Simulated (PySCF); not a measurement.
**Se: excitation energy**

Se [Ar] 3d10 4s2 4p4 (3P) → Se [Ar] 3d10 4s1 4p4 5s1 (5P), as a difference of total energies. Computed with PySCF 2.14 in aug-cc-pVTZ-PP with one added diffuse shell each of s, d, f type with ECP10MDF (7s5p5d3f, 68 functions), with scalar relativity through the core potential. Correlated levels: valence: 3s2 3p6 3d10 frozen. The calculations carry no spin-orbit coupling.

```json
{"method": "UHF", "excitation energy (cm⁻¹)": "128580"}
{"method": "LDA", "excitation energy (cm⁻¹)": "138870"}
{"method": "PBE", "excitation energy (cm⁻¹)": "136190"}
{"method": "PBE0", "excitation energy (cm⁻¹)": "136540"}
{"method": "r2SCAN", "excitation energy (cm⁻¹)": "136040"}
{"method": "CAM-B3LYP", "excitation energy (cm⁻¹)": "140220"}
{"method": "BP86", "excitation energy (cm⁻¹)": "136650"}
{"method": "r2SCANh", "excitation energy (cm⁻¹)": "136040"}
{"method": "B2PLYP", "excitation energy (cm⁻¹)": "136730"}
{"method": "MP2 (valence)", "excitation energy (cm⁻¹)": "131120"}
{"method": "SCS-MP2 (valence)", "excitation energy (cm⁻¹)": "132230"}
```

The upper state lies above the first ionisation limit, where it may autoionise and the basis confines it. A Rydberg-like electron needs more diffuse functions than a valence basis has.

The promoted electron is Rydberg-like, and one or two diffuse shells describe it only roughly, which tends to raise the upper state.
